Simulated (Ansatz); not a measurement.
Program: Ansatz. Geometries: PBE0-D4/def2-TZVP. ΔE: electronic, gas phase. CCSD(T)/CBS is the MP2 limit (def2-TZVPP, def2-QZVPP) plus CCSD(T) − MP2 in def2-TZVPP, frozen cores. Functionals use def2-TZVPP. B3LYP here is the variant with VWN-RPA as its local correlation; programs differ in this. For Ga outer-core shells are correlated without core-valence functions, which leaves a few kJ/mol of doubt a bond. Scalar relativity is left out up to krypton. One conformer a species, not always the lowest.

Consider the formal exchange of groups at the Si–Si bond: `C#C[SiH2][SiH2]C` + `[BH2][GaH2]` → `[BH2][GaH][SiH2]C` + `C#C[SiH3]`.

`C#C[SiH2][SiH2]C`:

```xyz
13

C    -2.973   -0.440   -0.048
C    -2.010   -0.055    0.569
Si   -0.496    0.487    1.437
Si    1.349   -0.362    0.269
C     1.275    0.142   -1.534
H    -3.830   -0.777   -0.585
H    -0.481    1.975    1.460
H    -0.545   -0.004    2.839
H     1.341   -1.846    0.399
H     2.598    0.142    0.909
H     0.346   -0.209   -1.988
H     1.312    1.229   -1.635
H     2.113   -0.282   -2.091
```

`[BH2][GaH2]`:

Z-matrix (Å, degrees):
```
B
Ga 1 2.065
H 1 1.199 2 122.1
H 1 1.199 2 122.2 3 -179.9
H 2 1.576 1 122.1 3 89.9
H 2 1.576 1 122.3 3 -90.0
```

`[BH2][GaH][SiH2]C`:

Cartesian coordinates in Å:
```
B -1.103 -2.825 -0.730
Ga -0.816 -1.095 0.349
Si 0.409 0.811 -0.514
C 0.962 2.033 0.805
H -2.027 -2.964 -1.482
H -0.333 -3.743 -0.675
H -1.419 -0.929 1.801
H 1.594 0.360 -1.303
H -0.492 1.505 -1.486
H 1.470 2.889 0.355
H 0.104 2.400 1.372
H 1.651 1.560 1.508
```

`C#C[SiH3]`:

```xyz
7

C     1.674   -0.418   -0.932
C     0.645   -0.161   -0.358
Si   -0.912    0.228    0.507
H     2.584   -0.645   -1.438
H    -1.306   -0.928    1.350
H    -0.712    1.423    1.362
H    -1.974    0.501   -0.492
```

```json
{"level": "PBE-D4", "ΔE (kJ/mol)": "-14.5", "difference from CCSD(T)/CBS": "3.5"}
{"level": "r2SCAN-D4", "ΔE (kJ/mol)": "-14.8", "difference from CCSD(T)/CBS": "3.2"}
{"level": "PBE0-D4", "ΔE (kJ/mol)": "-13.2", "difference from CCSD(T)/CBS": "4.8"}
{"level": "B3LYP-D4", "ΔE (kJ/mol)": "-16.0", "difference from CCSD(T)/CBS": "2.0"}
{"level": "ωB97X-V", "ΔE (kJ/mol)": "-11.9", "difference from CCSD(T)/CBS": "6.1"}
{"level": "ωB97M-V", "ΔE (kJ/mol)": "-15.6", "difference from CCSD(T)/CBS": "2.4"}
{"level": "B2PLYP", "ΔE (kJ/mol)": "-18.4", "difference from CCSD(T)/CBS": "-0.4"}
{"level": "PBE", "ΔE (kJ/mol)": "-16.8", "difference from CCSD(T)/CBS": "1.2"}
{"level": "r2SCAN", "ΔE (kJ/mol)": "-15.7", "difference from CCSD(T)/CBS": "2.3"}
{"level": "PBE0", "ΔE (kJ/mol)": "-15.3", "difference from CCSD(T)/CBS": "2.7"}
{"level": "B3LYP", "ΔE (kJ/mol)": "-19.3", "difference from CCSD(T)/CBS": "-1.3"}
{"level": "HF/def2-TZVPP", "ΔE (kJ/mol)": "-15.8", "difference from CCSD(T)/CBS": "2.2"}
{"level": "MP2/def2-TZVPP", "ΔE (kJ/mol)": "-17.8", "difference from CCSD(T)/CBS": "0.2"}
{"level": "SCS-MP2/def2-TZVPP", "ΔE (kJ/mol)": "-18.1", "difference from CCSD(T)/CBS": "-0.1"}
{"level": "CCSD/def2-TZVPP", "ΔE (kJ/mol)": "-17.6", "difference from CCSD(T)/CBS": "0.4"}
{"level": "CCSD(T)/def2-TZVPP", "ΔE (kJ/mol)": "-17.4", "difference from CCSD(T)/CBS": "0.6"}
{"level": "HF/def2-QZVPP", "ΔE (kJ/mol)": "-15.0", "difference from CCSD(T)/CBS": "3.0"}
{"level": "MP2/def2-QZVPP", "ΔE (kJ/mol)": "-17.9", "difference from CCSD(T)/CBS": "0.1"}
{"level": "SCS-MP2/def2-QZVPP", "ΔE (kJ/mol)": "-17.7", "difference from CCSD(T)/CBS": "0.3"}
{"level": "HF/CBS(def2)", "ΔE (kJ/mol)": "-14.9", "difference from CCSD(T)/CBS": "3.1"}
{"level": "MP2/CBS(def2)", "ΔE (kJ/mol)": "-18.4", "difference from CCSD(T)/CBS": "-0.4"}
{"level": "CCSD/CBS(def2)", "ΔE (kJ/mol)": "-18.2", "difference from CCSD(T)/CBS": "-0.2"}
{"level": "CCSD(T)/CBS", "ΔE (kJ/mol)": "-18.0", "difference from CCSD(T)/CBS": "0"}
```

Largest T1 diagnostic among the species: 0.014.

The D4 term adds +3.3 kJ/mol with B3LYP and +2.1 kJ/mol with PBE0; it sums over pairs of atoms, weighted by their polarisabilities, and B3LYP, whose exchange is more repulsive, gets the larger term.
